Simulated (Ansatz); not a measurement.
`[CH3][GeH]([OH])[Cl]` + HI → `[CH3][GeH]([Cl])[I]` + H₂O at 500 K and 1 bar (ligand exchange at a Ge–O bond).

Gas-phase electronic energies from Ansatz, PBE0-D4/def2-TZVP geometries. CBS: MP2 limit from def2 TZ/QZ plus the TZ coupled-cluster correction, frozen cores. This one scheme is used for every species. Elements past krypton have def2 core potentials. For Ge, I outer-core shells are correlated without core-valence functions, which leaves a few kJ/mol of doubt a bond. Scalar relativity is left out up to krypton. Each species was taken in one conformer, which may not be the lowest.

```
               species  CCSD(T)/CBS energy (Eh)  H − E (kJ/mol)  S (J/(mol·K))
`[CH3][GeH]([OH])[Cl]`              -2652.20691           201.0          404.9
                    HI               -298.03592            28.6          221.6
 `[CH3][GeH]([Cl])[I]`              -2873.88412           165.5          421.7
                   H₂O                -76.37941            73.2          206.3
```

H − E and S are ideal-gas, rigid-rotor, harmonic terms from PBE0-D4/def2-TZVP, for one conformer and one mirror image of each species. 1 Eh = 2625.50 kJ/mol, R = 8.31446 J/(mol·K).

By hand: ΔE, ΔH, ΔS and ΔG.

ΔE = (-2873.88412) + (-76.37941) − (-2652.20691) − (-298.03592) = -0.02070 Eh = -54.3 kJ/mol. Δ(H − E) = 165.5 + 73.2 − 201.0 − 28.6 = 9.1, so ΔH = -45.2 kJ/mol. ΔS = 421.7 + 206.3 − 404.9 − 221.6 = 1.5 J/(mol·K). ΔG = -45.2 − 500 × (1.5)/1000 = -46.0 kJ/mol.

By hand: the equilibrium constant, and the temperature at which ΔG would vanish if ΔH and ΔS stayed fixed.

log₁₀ K = −ΔG/(RT ln 10) = 4.8. ΔH and −TΔS have one sign here, so there is no such temperature. One of them is within its doubt of zero, so this could turn.

The number of gas molecules stays the same, so ΔS is small and ΔH decides. A doubt of 5 kJ/mol in ΔE shifts log₁₀ K by 0.5 here. Other conformers and mirror images would add mixing entropy, several J/(mol·K) or more a flexible species. These are equilibria of isolated gas molecules and say nothing of rates. Largest T1 diagnostic: 0.010 (customary marks: 0.02 for closed shells, 0.045 for open ones).
